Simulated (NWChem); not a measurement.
System: C2H2Br2; SMILES C=C(Br)Br

Input file for NWChem:

```
start job
memory heap 200 mb stack 900 mb global 1100 mb
geometry units angstroms noautoz
  C      0.000000     0.000000    -2.039698
  C      0.000000     0.000000    -0.708605
  Br    -1.586655     0.000000     0.299552
  Br     1.586655     0.000000     0.299552
  H      0.940960     0.000000    -2.593342
  H     -0.940960     0.000000    -2.593342
end
basis spherical
  * library def2-svp
end
dft
  xc b3lyp
  iterations 150
  vectors input atomic output neutral.movecs
end
task dft energy
charge 1
dft
  odft
  mult 2
  vectors input atomic output cation.movecs
end
task dft energy
```

Output (shortened):

```
             Northwest Computational Chemistry Package (NWChem) 7.3.0
             --------------------------------------------------------

 C2V symmetry detected

                             Geometry "geometry" -> ""
                             -------------------------

 Output coordinates in angstroms (scale by  1.889725989 to convert to a.u.)

  No.       Tag          Charge          X              Y              Z
 ---- ---------------- ---------- -------------- -------------- --------------
    1 C                    6.0000     0.00000000     0.00000000    -2.03127107
    2 C                    6.0000     0.00000000     0.00000000    -0.70017807
    3 Br                  35.0000    -1.58665500     0.00000000     0.30797893
    4 Br                  35.0000     1.58665500     0.00000000     0.30797893
    5 H                    1.0000     0.94096000     0.00000000    -2.58491507
    6 H                    1.0000    -0.94096000     0.00000000    -2.58491507

 Effective nuclear repulsion energy (a.u.)     446.7026966217

      Symmetry information
      --------------------

 Group name             C2v
 Group number             16
 Group order               4
 No. of unique centers     4

                                 NWChem DFT Module
                                 -----------------

 Summary of "ao basis" -> "ao basis" (spherical)
 ------------------------------------------------------------------------------
       Tag                 Description            Shells   Functions and Types
 ---------------- ------------------------------  ------  ---------------------
 C                          def2-svp                 6       14   3s2p1d
 Br                         def2-svp                12       32   5s4p3d
 H                          def2-svp                 3        5   2s1p

      Symmetry analysis of basis
      --------------------------

        a1         40
        a2         13
        b1         32
        b2         17

            General Information
            -------------------
          SCF calculation type: DFT
          Wavefunction type:  closed shell.
          No. of atoms     :     6
          No. of electrons :    84
           Alpha electrons :    42
            Beta electrons :    42
          Charge           :     0
          Spin multiplicity:     1
          Use of symmetry is: on ; symmetry adaption is: on
          Maximum number of iterations: 150
          AO basis - number of functions:   102
                     number of shells:    42
          Convergence on energy requested:  1.00D-06
          Convergence on density requested:  1.00D-05
          Convergence on gradient requested:  5.00D-04

              XC Information
              --------------
                         B3LYP Method XC Potential
                     Hartree-Fock (Exact) Exchange  0.200
                        Slater Exchange Functional  0.800 local
                    Becke 1988 Exchange Functional  0.720 non-local
              Lee-Yang-Parr Correlation Functional  0.810
                  VWN I RPA Correlation Functional  0.190 local

             Grid Information
             ----------------
          Grid used for XC integration:  medium
          Radial quadrature: Mura-Knowles
          Angular quadrature: Lebedev.
          Tag              B.-S. Rad. Rad. Pts. Rad. Cut. Ang. Pts.
          ---              ---------- --------- --------- ---------
          C                   0.70       49           8.0       434
          Br                  1.15      112          10.0       590
          H                   0.35       45          10.0       434
          Grid pruning is: on
          Number of quadrature shells:   255
          Spatial weights used:  Erf1

      Superposition of Atomic Density Guess
      -------------------------------------

 Sum of atomic energies:       -5220.41979612

      Non-variational initial energy
      ------------------------------

 Total energy =   -5221.930776
 1-e energy   =   -8156.991959
 2-e energy   =    2488.358486
 HOMO         =      -0.274837
 LUMO         =       0.028914

      Symmetry analysis of molecular orbitals - initial
      -------------------------------------------------

  Numbering of irreducible representations:

     1 a1          2 a2          3 b1          4 b2

  Orbital symmetries:

     1 b1          2 a1          3 b1          4 a1          5 b1
     6 a1          7 b1          8 a2          9 a1         10 b2
    11 a1         12 a1         13 a1         14 b1         15 a1
    16 b1         17 a1         18 b2         19 b1         20 a2
    21 a1         22 b1         23 a1         24 b2         25 a2
    26 b1         27 a1         28 b2         29 a2         30 b1
    31 a1         32 a1         33 b1         34 a1         35 b1
    36 a1         37 b2         38 b1         39 a1         40 a2
    41 b1         42 b2         43 a1         44 b2         45 b1
    46 a1         47 b1         48 a1         49 a1         50 b1
    51 a1         52 a1

   convergence    iter        energy       DeltaE   RMS-Dens  Diis-err
 ---------------- ----- ----------------- --------- --------- ---------
 d= 0,ls=0.0,diis     1  -5224.9710452573 -5.67D+03  1.37D-02  8.16D-01
 d= 0,ls=0.0,diis     2  -5224.7943802475  1.77D-01  1.02D-02  2.25D+00
 d= 0,ls=0.0,diis     3  -5225.0580437077 -2.64D-01  1.78D-03  4.86D-02
 d= 0,ls=0.0,diis     4  -5225.0633729553 -5.33D-03  7.75D-04  6.72D-03
 d= 0,ls=0.0,diis     5  -5225.0640869638 -7.14D-04  2.86D-04  1.06D-03
  Resetting Diis
 d= 0,ls=0.0,diis     6  -5225.0642482413 -1.61D-04  2.16D-05  3.26D-06
 d= 0,ls=0.0,diis     7  -5225.0642487012 -4.60D-07  7.95D-06  1.37D-07

         Total DFT energy =    -5225.064248701165
      One electron energy =    -8157.932588005553
           Coulomb energy =     2680.442852082295
    Exchange-Corr. energy =     -194.277209399601
 Nuclear repulsion energy =      446.702696621694

 Numeric. integr. density =       84.000007193359

                  Occupations of the irreducible representations
                  ----------------------------------------------

                     irrep           alpha         beta
                     --------     --------     --------
                     a1               17.0         17.0
                     a2                5.0          5.0
                     b1               14.0         14.0
                     b2                6.0          6.0

                       DFT Final Molecular Orbital Analysis
                       ------------------------------------

 Vector   40  Occ=2.000000D+00  E=-3.027957D-01  Symmetry=a2
              MO Center= -6.1D-15, -2.5D-14,  2.9D-01, r^2= 3.9D+00
   Bfn.  Coefficient  Atom+Function         Bfn.  Coefficient  Atom+Function
  ----- ------------  ---------------      ----- ------------  ---------------
    44      0.434156  3 Br py                76     -0.434156  4 Br py
    41      0.393885  3 Br py                73     -0.393885  4 Br py
    38     -0.259157  3 Br py                70      0.259157  4 Br py
    35      0.084152  3 Br py                67     -0.084152  4 Br py

 Vector   41  Occ=2.000000D+00  E=-2.869971D-01  Symmetry=b1
              MO Center= -3.1D-16, -3.9D-16,  2.4D-01, r^2= 4.1D+00
   Bfn.  Coefficient  Atom+Function         Bfn.  Coefficient  Atom+Function
  ----- ------------  ---------------      ----- ------------  ---------------
    45      0.331185  3 Br pz                77     -0.331185  4 Br pz
    43      0.297277  3 Br px                75      0.297277  4 Br px
    42      0.295727  3 Br pz                74     -0.295727  4 Br pz
    40      0.275982  3 Br px                72      0.275982  4 Br px
    39     -0.194480  3 Br pz                71      0.194480  4 Br pz

 Vector   42  Occ=2.000000D+00  E=-2.593562D-01  Symmetry=b2
              MO Center=  2.1D-15, -9.2D-16, -6.8D-01, r^2= 3.7D+00
   Bfn.  Coefficient  Atom+Function         Bfn.  Coefficient  Atom+Function
  ----- ------------  ---------------      ----- ------------  ---------------
     5      0.368714  1 C  py                44     -0.336214  3 Br py
    76     -0.336214  4 Br py                41     -0.279551  3 Br py
    73     -0.279551  4 Br py                 8      0.267591  1 C  py
    19      0.268640  2 C  py                38      0.183594  3 Br py
    70      0.183594  4 Br py                22      0.159527  2 C  py

 Vector   43  Occ=0.000000D+00  E=-2.493774D-02  Symmetry=a1
              MO Center=  4.6D-15,  3.9D-16,  1.3D-01, r^2= 3.8D+00
   Bfn.  Coefficient  Atom+Function         Bfn.  Coefficient  Atom+Function
  ----- ------------  ---------------      ----- ------------  ---------------
    17      1.135270  2 C  s                 43     -0.663949  3 Br px
    75      0.663949  4 Br px                23      0.496530  2 C  pz
    16      0.433476  2 C  s                 33     -0.432798  3 Br s
    65     -0.432798  4 Br s                 20      0.328378  2 C  pz
    45      0.294546  3 Br pz                77      0.294546  4 Br pz

 Vector   44  Occ=0.000000D+00  E=-2.482023D-02  Symmetry=b2
              MO Center=  1.6D-14, -3.4D-16, -1.3D+00, r^2= 2.6D+00
   Bfn.  Coefficient  Atom+Function         Bfn.  Coefficient  Atom+Function
  ----- ------------  ---------------      ----- ------------  ---------------
     8      0.623476  1 C  py                22     -0.617426  2 C  py
    19     -0.465149  2 C  py                 5      0.415030  1 C  py
    44      0.221580  3 Br py                76      0.221580  4 Br py
    41      0.107085  3 Br py                73      0.107085  4 Br py
    38     -0.071977  3 Br py                70     -0.071977  4 Br py

 Vector   45  Occ=0.000000D+00  E= 1.780786D-02  Symmetry=b1
              MO Center=  2.5D-14, -1.6D-16, -6.5D-01, r^2= 4.6D+00
   Bfn.  Coefficient  Atom+Function         Bfn.  Coefficient  Atom+Function
  ----- ------------  ---------------      ----- ------------  ---------------
    21      0.799127  2 C  px                94     -0.546714  5 H  s
    99      0.546714  6 H  s                 18      0.512226  2 C  px
    43      0.475617  3 Br px                75      0.475617  4 Br px
    45     -0.417165  3 Br pz                77      0.417165  4 Br pz
    33      0.388208  3 Br s                 65     -0.388208  4 Br s

     Multipole analysis of the density
     ---------------------------------

     L   x y z        total         alpha         beta         nuclear
     -   - - -        -----         -----         ----         -------
     0   0 0 0     -0.000000    -42.000000    -42.000000     84.000000

     1   1 0 0      0.000000      0.000000      0.000000      0.000000
     1   0 1 0     -0.000000     -0.000000     -0.000000      0.000000
     1   0 0 1     -0.429326     -0.214663     -0.214663     -0.000000

     2   2 0 0    -34.273820   -334.950917   -334.950917    635.628013
     2   1 1 0      0.000000      0.000000      0.000000      0.000000
     2   1 0 1     -0.000000     -0.000000     -0.000000      0.000000
     2   0 2 0    -36.956120    -18.478060    -18.478060      0.000000
     2   0 1 1     -0.000000     -0.000000     -0.000000      0.000000
     2   0 0 2    -32.922278   -101.632830   -101.632830    170.343383

                                 NWChem DFT Module
                                 -----------------

      Symmetry analysis of basis
      --------------------------

        a1         40
        a2         13
        b1         32
        b2         17

            General Information
            -------------------
          SCF calculation type: DFT
          Wavefunction type:  spin polarized.
          No. of atoms     :     6
          No. of electrons :    83
           Alpha electrons :    42
            Beta electrons :    41
          Charge           :     1
          Spin multiplicity:     2
          Use of symmetry is: on ; symmetry adaption is: on
          Maximum number of iterations: 150
          AO basis - number of functions:   102
                     number of shells:    42
          Convergence on energy requested:  1.00D-06
          Convergence on density requested:  1.00D-05
          Convergence on gradient requested:  5.00D-04

              XC Information
              --------------
                         B3LYP Method XC Potential
                     Hartree-Fock (Exact) Exchange  0.200
                        Slater Exchange Functional  0.800 local
                    Becke 1988 Exchange Functional  0.720 non-local
              Lee-Yang-Parr Correlation Functional  0.810
                  VWN I RPA Correlation Functional  0.190 local

             Grid Information
             ----------------
          Grid used for XC integration:  medium
          Radial quadrature: Mura-Knowles
          Angular quadrature: Lebedev.
          Tag              B.-S. Rad. Rad. Pts. Rad. Cut. Ang. Pts.
          ---              ---------- --------- --------- ---------
          C                   0.70       49           8.0       434
          Br                  1.15      112          10.0       590
          H                   0.35       45          10.0       434
          Grid pruning is: on
          Number of quadrature shells:   255
          Spatial weights used:  Erf1

      Superposition of Atomic Density Guess
      -------------------------------------

 Sum of atomic energies:       -5220.41979612

 Renormalizing density from      84.00 to     83

      Non-variational initial energy
      ------------------------------

 Total energy =   -5183.717701
 1-e energy   =   -8059.884912
 2-e energy   =    2429.464514
 HOMO         =      -0.542331
 LUMO         =      -0.291874

   Symmetry analysis of molecular orbitals - initial alpha
   -------------------------------------------------------

  Numbering of irreducible representations:

     1 a1          2 a2          3 b1          4 b2

  Orbital symmetries:

     1 b1          2 a1          3 a1          4 b1          5 b1
     6 a1          7 b1          8 a1          9 a2         10 b2
    11 a1         12 a1         13 a1         14 b1         15 a1
    16 b1         17 a1         18 b1         19 b2         20 a2
    21 a1         22 b1         23 a1         24 b1         25 b2
    26 a2         27 a1         28 b2         29 a2         30 b1
    31 a1         32 b1         33 a1         34 a1         35 b1
    36 a1         37 b2         38 b1         39 a1         40 a2
    41 b1         42 b2         43 a1         44 b2         45 b1
    46 a1         47 b1         48 a1         49 a1         50 b1
    51 a1         52 a1

   Symmetry analysis of molecular orbitals - initial beta
   ------------------------------------------------------

  Numbering of irreducible representations:

     1 a1          2 a2          3 b1          4 b2

  Orbital symmetries:

     1 b1          2 a1          3 a1          4 b1          5 b1
     6 a1          7 b1          8 a1          9 a2         10 b2
    11 a1         12 a1         13 a1         14 b1         15 a1
    16 b1         17 a1         18 b1         19 b2         20 a2
    21 a1         22 b1         23 a1         24 b1         25 b2
    26 a2         27 a1         28 b2         29 a2         30 b1
    31 a1         32 b1         33 a1         34 a1         35 b1
    36 a1         37 b2         38 b1         39 a1         40 a2
    41 b1         42 b2         43 a1         44 b2         45 b1
    46 a1         47 b1         48 a1         49 a1         50 b1
    51 a1         52 a1

[...]
```

Level: B3LYP/def2-SVP, vertical spin-unrestricted ions. Coordinates come from a PBE0/def2-SVP optimisation. B3LYP is NWChem's, with the RPA form of VWN correlation.
